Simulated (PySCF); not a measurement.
GaF, SMILES [F][Ga] (connectivity only; charge and spin as stated), neutral, multiplicity 1.

Geometry: B3LYP-D3(BJ)/def2-TZVPD.

Computed with HF/def2-TZVPD (PySCF).

The molecule is in vacuum.

Computed frontier levels, gap, dipole moment and polarisability:
```json
{
 "highest_occupied_level": "-10.04 eV",
 "lowest_empty_level": "1.05 eV",
 "orbital_gap": "11.09 eV",
 "dipole_moment": "2.45 D",
 "quadrupole, principal values (traceless, Buckingham form, about the centre of nuclear charge)": "-8.27, 4.13, 4.13 D·Å",
 "mean_static_polarisability": "35.0 bohr³ (5.19 Å³)",
 "polarisability_principal_values": "33.5, 35.8, 35.8 bohr³"
}
```
